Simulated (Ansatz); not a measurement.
Dissociation curve of SiH (cation, charge +1), singlet.

Levels: RKS-B3LYP = restricted B3LYP/cc-pVQZ (Ansatz, a first-principles code); RKS-PBE = restricted PBE/cc-pVQZ run with Ansatz; RKS-CAM-B3LYP = Ansatz with restricted CAM-B3LYP/cc-pVQZ; UKS-B3LYP = unrestricted B3LYP/cc-pVQZ (Ansatz); UKS-CAM-B3LYP = unrestricted CAM-B3LYP/cc-pVQZ (Ansatz); UKS-PBE = unrestricted PBE/cc-pVQZ run with Ansatz; UCCSD(T) = CCSD(T) on UHF/cc-pVQZ, frozen core (Ansatz); FCI = full CI/cc-pVQZ, frozen core (Ansatz).

Cost and accuracy over the 22 points of the scan, with FCI as yardstick. Costs are rough ratios of core time within Ansatz on shared cores, each with its mean field (Kohn-Sham runs search longer for lower solutions than correlated ones do); the miss is the largest error against full CI of the curve after the mean shift, in kcal/mol.

Task: Which of them comes closest to FCI within 3 times the cost of the cheapest?

Result: RKS-PBE, 21.6 kcal/mol off at most.

```csv
level,relative cost,largest error
RKS-B3LYP,1,31.0
RKS-PBE,1,21.6
RKS-CAM-B3LYP,1,47.4
UKS-B3LYP,6,2.8
UKS-CAM-B3LYP,6,4.2
UKS-PBE,7,4.1
UCCSD(T),9,4.5
```

Costs within a factor of two of each other count as equal.

The restricted form behind RKS-B3LYP, RKS-PBE, RKS-CAM-B3LYP keeps the bonding electrons paired and can't separate into open-shell fragments. The unrestricted determinant behind UKS-B3LYP, UKS-CAM-B3LYP, UKS-PBE is spin-contaminated at 2.56 to 6.03 Å (<S²> up to 1.0, against 0.00 for a pure singlet). The unrestricted determinant behind UCCSD(T) is spin-contaminated at 1.24 to 1.79, 2.03 to 6.03 Å (<S²> up to 1.0, against 0.00 for a pure singlet).
